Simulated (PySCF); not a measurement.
The dipole of `C#CC[C@@H](C)CC(C)C` from its density and from atomic charges.

Coordinates (GFN2-xTB, Å) and charges (e) from the PBE0/pcSseg-1 density (PySCF):

| atom | x | y | z | Mulliken | IAO | Hirshfeld | ESP-fitted |
| --- | --- | --- | --- | --- | --- | --- | --- |
| C1 | 3.154 | 0.987 | 0.478 | -0.3947 | -0.2658 | -0.1244 | -0.5994 |
| C2 | 2.430 | 0.450 | -0.309 | +0.1562 | -0.0221 | -0.0272 | +0.2511 |
| C3 | 1.552 | -0.214 | -1.249 | -0.0946 | -0.2752 | -0.0522 | -0.5560 |
| C4 | 0.495 | -1.083 | -0.547 | -0.3672 | -0.0857 | -0.0130 | +0.4775 |
| C5 | 1.179 | -2.245 | 0.172 | -0.1887 | -0.4181 | -0.1204 | -0.5997 |
| C6 | -0.347 | -0.283 | 0.453 | -0.1187 | -0.2554 | -0.0701 | -0.5142 |
| C7 | -1.107 | 0.920 | -0.117 | -0.3966 | -0.0894 | -0.0177 | +0.5297 |
| C8 | -1.888 | 1.598 | 1.009 | -0.1988 | -0.4141 | -0.1176 | -0.6020 |
| C9 | -2.065 | 0.519 | -1.237 | -0.2131 | -0.4175 | -0.1194 | -0.5439 |
| H10 | 3.793 | 1.462 | 1.162 | +0.0365 | +0.1980 | +0.0877 | +0.3413 |
| H11 | 2.158 | -0.847 | -1.905 | +0.1509 | +0.1615 | +0.0543 | +0.1829 |
| H12 | 1.064 | 0.541 | -1.872 | +0.1575 | +0.1584 | +0.0519 | +0.1709 |
| H13 | -0.162 | -1.498 | -1.319 | +0.1230 | +0.1260 | +0.0365 | -0.0064 |
| H14 | 1.873 | -1.867 | 0.920 | +0.1205 | +0.1433 | +0.0339 | +0.1678 |
| H15 | 0.446 | -2.876 | 0.668 | +0.1114 | +0.1381 | +0.0399 | +0.1373 |
| H16 | 1.738 | -2.859 | -0.533 | +0.1080 | +0.1345 | +0.0378 | +0.1423 |
| H17 | 0.316 | 0.073 | 1.247 | +0.1270 | +0.1327 | +0.0293 | +0.1373 |
| H18 | -1.072 | -0.963 | 0.908 | +0.1068 | +0.1226 | +0.0339 | +0.1195 |
| H19 | -0.385 | 1.645 | -0.508 | +0.1261 | +0.1229 | +0.0316 | -0.0270 |
| H20 | -1.220 | 1.898 | 1.813 | +0.1119 | +0.1378 | +0.0395 | +0.1359 |
| H21 | -2.400 | 2.484 | 0.639 | +0.1091 | +0.1354 | +0.0381 | +0.1400 |
| H22 | -2.633 | 0.918 | 1.416 | +0.0997 | +0.1313 | +0.0364 | +0.1469 |
| H23 | -2.744 | -0.258 | -0.892 | +0.1019 | +0.1324 | +0.0370 | +0.1324 |
| H24 | -2.658 | 1.376 | -1.549 | +0.1117 | +0.1376 | +0.0391 | +0.1286 |
| H25 | -1.528 | 0.147 | -2.106 | +0.1139 | +0.1309 | +0.0353 | +0.1073 |

Q: What dipole does each set of charges give (1 e·Å = 4.803 D), and what does the density give?

A: The full density gives (-0.46, -0.29, -0.28) D, 0.62 D in size; dipole vectors point from the negative to the positive end.

| scheme | μx | μy | μz | size (D) | share of the full size (%) | angle to the full dipole (°) |
| --- | --- | --- | --- | --- | --- | --- |
| Mulliken | -2.79 | -2.08 | -1.77 | 3.90 | 634 | 4 |
| IAO | -0.56 | -0.40 | -0.32 | 0.76 | 124 | 4 |
| Hirshfeld | -0.31 | -0.20 | -0.38 | 0.53 | 85 | 18 |
| ESP-fitted | -0.48 | -0.30 | -0.30 | 0.64 | 104 | 1 |

Q: Which set comes closest?

A: Length of the difference vector: ESP-fitted 0.02 D, IAO 0.15 D, Hirshfeld 0.20 D, Mulliken 3.29 D. Closest: ESP-fitted. The schemes that divide the density aren't constrained to reproduce the dipole.

Q: What is left for the Hirshfeld atoms' own dipoles?

A: The Hirshfeld atoms' densities add up to the full density, so μ = Σ q r + Σ (atomic dipoles). The atomic dipoles sum to (-0.46, -0.29, -0.28) − (-0.31, -0.20, -0.38) = (-0.15, -0.09, 0.10) D, 0.20 D in size.

Q: With the origin at the mean of the coordinates, (0.000, 0.001, -0.130) Å, which are the largest single terms, by size, of the Hirshfeld dipole along the direction of the full one?

A: C1 +1.86, H10 -1.74, C9 -1.04, H23 +0.45, H24 +0.38 D; all 25 atoms together +0.50 D. The single terms depend on the origin, their sum doesn't.

Q: Give the size of the full dipole in other units.

A: 0.62 D = 0.242 au = 0.128 e·Å = 2.05 × 10⁻³⁰ C·m.

Geometry: GFN2-xTB, one conformer, isolated molecule.

The values belong to the conformer `[CH:1]#[C:2][CH2:3][C@@H:4]([CH3:5])[CH2:6][CH:7]([CH3:8])[CH3:9]`: C2–C3–C4–C5 -66°, C3–C4–C6–C7 58°, C4–C6–C7–C8 180°.
